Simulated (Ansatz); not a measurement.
Geometry optimisation of Cd4⁻.

```yaml
crystal:
  periodic: [false, false, false]
  atoms:
    - {symbol: Cd, position_ang: [-1.962400, 0.586750, -0.659150]}
    - {symbol: Cd, position_ang: [-0.392340, 0.924040, 1.949470]}
    - {symbol: Cd, position_ang: [0.393170, -0.916270, -1.961300]}
    - {symbol: Cd, position_ang: [1.961570, -0.594520, 0.670980]}
basis:
  gaussian: {orbitals: def2-SVPD}
total_charge: -1
magnetization: {spin_polarized: true, initial_magnetization: 1}
hamiltonian: {xc: pbe0}
scf: {lower_state_search: "off"}
output: {orbitals: {seedname: orbitals}}
relax: {f_tol: 0.02, max_steps: 100}
```

```sh
$ ansatz run in.yaml --threads 4 --pin off --events-out ev --progress --plain --max-ram 3916MiB
```

Shortened log:

```
Functional definition: PBE0
mean field -18257.75980562 eV, -670.9602973025 hartree, gradient 9.1e-6 eV, S^2 0.751990; 0 other end points of the search recorded, 0 dependent functions left out
relax step   1: F+E_penalty+E_count = -18257.75980562 eV  Δ(F+E_penalty+E_count) = +0.000e0 eV  max|allowed force component| = 1.707e-1 eV/Å  Δτ_max = 0.0000 Å  (20 SCF iters, accepted)
mean field -18257.77369347 eV, -670.9608076714 hartree, gradient 4.5e-6 eV, S^2 0.751959; 0 other end points of the search recorded, 0 dependent functions left out
relax step   2: F+E_penalty+E_count = -18257.77369347 eV  Δ(F+E_penalty+E_count) = -1.389e-2 eV  max|allowed force component| = 1.252e-1 eV/Å  Δτ_max = 0.0386 Å  (35 SCF iters, accepted)
mean field -18257.81790856 eV, -670.9624325461 hartree, gradient 6.5e-6 eV, S^2 0.751934; 0 other end points of the search recorded, 0 dependent functions left out
relax step   3: F+E_penalty+E_count = -18257.81790856 eV  Δ(F+E_penalty+E_count) = -4.422e-2 eV  max|allowed force component| = 8.142e-2 eV/Å  Δτ_max = 0.2000 Å  (35 SCF iters, accepted)
mean field -18257.89675961 eV, -670.9653302686 hartree, gradient 2.4e-6 eV, S^2 0.752029; 0 other end points of the search recorded, 0 dependent functions left out
relax step   4: F+E_penalty+E_count = -18257.89675961 eV  Δ(F+E_penalty+E_count) = -7.885e-2 eV  max|allowed force component| = 2.104e-1 eV/Å  Δτ_max = 0.2000 Å  (34 SCF iters, accepted)
mean field -18257.96934238 eV, -670.9679976362 hartree, gradient 3.2e-6 eV, S^2 0.752151; 0 other end points of the search recorded, 0 dependent functions left out
relax step   5: F+E_penalty+E_count = -18257.96934238 eV  Δ(F+E_penalty+E_count) = -7.258e-2 eV  max|allowed force component| = 2.629e-1 eV/Å  Δτ_max = 0.1396 Å  (28 SCF iters, accepted)
mean field -18258.05638815 eV, -670.9711965092 hartree, gradient 2.3e-6 eV, S^2 0.752370; 0 other end points of the search recorded, 0 dependent functions left out
relax step   6: F+E_penalty+E_count = -18258.05638815 eV  Δ(F+E_penalty+E_count) = -8.705e-2 eV  max|allowed force component| = 1.268e-1 eV/Å  Δτ_max = 0.1948 Å  (28 SCF iters, accepted)
mean field -18258.04092895 eV, -670.9706283944 hartree, gradient 1.8e-6 eV, S^2 0.752532; 0 other end points of the search recorded, 0 dependent functions left out
relax step   7: F+E_penalty+E_count = -18258.04092895 eV  Δ(F+E_penalty+E_count) = +1.546e-2 eV  max|allowed force component| = 3.098e-1 eV/Å  Δτ_max = 0.1319 Å  (27 SCF iters, rejected (line search))
mean field -18258.06544179 eV, -670.9715292246 hartree, gradient 1.8e-6 eV, S^2 0.752434; 0 other end points of the search recorded, 0 dependent functions left out
relax step   8: F+E_penalty+E_count = -18258.06544179 eV  Δ(F+E_penalty+E_count) = -9.054e-3 eV  max|allowed force component| = 3.756e-2 eV/Å  Δτ_max = 0.0417 Å  (28 SCF iters, accepted)
mean field -18258.06582515 eV, -670.9715433126 hartree, gradient 2.4e-6 eV, S^2 0.752456; 0 other end points of the search recorded, 0 dependent functions left out
relax step   9: F+E_penalty+E_count = -18258.06582515 eV  Δ(F+E_penalty+E_count) = -3.834e-4 eV  max|allowed force component| = 1.973e-2 eV/Å  Δτ_max = 0.0228 Å  (27 SCF iters, accepted)
Total energy: -18258.06584993 eV, -670.9715442235 hartree
Atom 0 at    -1.358716     0.397072    -0.457375 Å, force    -0.019735     0.005828    -0.006626 eV/Å
Atom 1 at    -0.497507     1.193106     2.514236 Å, force     0.001705    -0.003866    -0.008510 eV/Å
Atom 2 at     0.506006    -1.173356    -2.521862 Å, force    -0.001613     0.004089     0.008482 eV/Å
Atom 3 at     1.350217    -0.416821     0.465001 Å, force     0.019643    -0.006051     0.006655 eV/Å
Dipole moment:     0.001509     0.003495    -0.001360 e Å
Checks for a lower state left out: stability, starts, cluster_reference, orbital_swaps, neighbouring_geometries, increment
```

It took 44 s on 4 threads of Arm Neoverse V2 on a shared host.

In the def2 sets Cd takes a core potential; there is no spin–orbit coupling. The highest occupied level of the charge -1 doublet lies above zero (up to 0.43 eV). It is a level of α spin, whose loss leaves a singlet; that state wasn't run at this geometry and level. The electron is either unbound and held by the finite basis, or the level is raised by self-interaction error. The relaxation made no stability test and no search for a lower SCF solution. The structure comes from a short search, and lower isomers may exist.
